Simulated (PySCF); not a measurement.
**Removing an electron from `[SiH3]SC1=CC=CC=CB1`**

Species: C6H9BSSi.
Z-matrix (Å and degrees, PBE0-D3(BJ)/def2-SVP geometry), rows numbered from 1:
```
Si
S   1  2.1561
C   2  1.7691  1  106.53
C   3  1.3889  2  112.65  1   179.60
C   4  1.4092  3  129.82  2  -179.98
C   5  1.3813  4  131.32  3     0.01
C   6  1.4117  5  129.31  4    -0.06
C   7  1.3798  6  128.65  5    -0.01
B   8  1.5141  7  129.49  6     0.05
H   1  1.4900  2  113.23  3    63.97
H   1  1.4938  2  100.26  3  -179.65
H   1  1.4900  2  113.20  3   -63.27
H   4  1.0977  3  116.39  2    -0.02
H   5  1.0949  4  113.83  3   179.99
H   6  1.0944  5  115.28  4   179.98
H   7  1.0971  6  114.14  5  -179.98
H   8  1.0971  7  113.92  6  -179.95
H   9  1.2137  3  117.98  2    -0.06
```

Level: CAM-B3LYP/def2-SVPD (PySCF). Frontier orbitals with their largest atomic shares (Löwdin; up to four atoms above 4 %):

```tsv
orbital	ε (eV)	main atoms
HOMO−3	-10.29	B9 25 %, H18 20 %, Si1 11 %, C8 8 %
HOMO−2	-9.79	S2 49 %, C3 14 %, Si1 10 %, B9 9 %
HOMO−1	-9.07	C8 20 %, C5 17 %, C7 13 %, S2 12 %
HOMO	-7.54	?
LUMO	-1.21	C3 19 %, C8 17 %, C5 14 %, C6 14 %
LUMO+1	-0.76	B9 22 %, C7 16 %, C4 16 %, C3 10 %
LUMO+2	0.94	S2 31 %, Si1 22 %, H12 8 %, H10 8 %
```

**Question.** What vertical ionisation energy does ΔSCF give, and how far is −ε(HOMO) from it?

**Answer.** ΔSCF: 8.07 eV (779 kJ/mol; threshold wavelength 154 nm); ⟨S²⟩ of the doublet left behind is 0.799, against 0.75 for a pure doublet. −ε(HOMO) is 7.54 eV, 0.53 eV below it. In exact Kohn–Sham theory the two would be equal; CAM-B3LYP (range-separated hybrid) falls short of its own ΔSCF value by 7 %.

**Question.** On which atoms does the HOMO lie?

**Answer.** S2 (sulfur bonded to C and Si) 36 %, C3 (unsaturated ring carbon) 14 %, C6 (unsaturated ring CH carbon) 11 %, C4 (unsaturated ring CH carbon) 8 %, so no atom holds as much as 40 %. The HOMO−1 lies 1.53 eV lower.

**Question.** And the vertical electron affinity, the fundamental gap, Mulliken's electronegativity and the hardness (with the factor ½)?

**Answer.** EA = 0.71 eV by ΔSCF (−ε(LUMO) = 1.21 eV). IE − EA = 7.36 eV against an orbital gap of 6.33 eV; (IE + EA)/2 = 4.39 eV; (IE − EA)/2 = 3.68 eV.

**Question.** How many of the 10 lowest singlet excitations (vertical TDDFT, same level) lie below the ionisation energy?

**Answer.** All 10; they run from 3.87 to 6.06 eV.

**Question.** What kinetic energy would electrons from this vertical process carry with He I light (21.218 eV)?

**Answer.** 21.22 − 8.07 = 13.15 eV.

**Question.** What total energies stand behind the ΔSCF value?

**Answer.** E(N) = -946.03885 Eh and E(N − 1) = -945.74219 Eh at the same geometry, 0.29666 Eh apart. With one more electron, E(N + 1) = -946.06505 Eh.

**Question.** Shift the occupied levels rigidly so that −ε(HOMO) equals the ΔSCF value. What binding energies result?

**Answer.** The shift is +0.53 eV: HOMO 8.07, HOMO−1 9.60, HOMO−2 10.32, HOMO−3 10.82 eV. A rigid shift is only a rough guide to the deeper ionisations.

Isolated species at its PBE0-D3(BJ)/def2-SVP geometry (one conformer only).

These values come from a run that also computed excited states and ΔSCF ions. Hardware: an Intel Xeon Platinum 8488C with one thread, no GPU, shared host with 96 logical CPUs at a one-minute load of 58. Cost: 4.5 min (with the writing of density and orbital grids), 1.4 GiB resident at most.
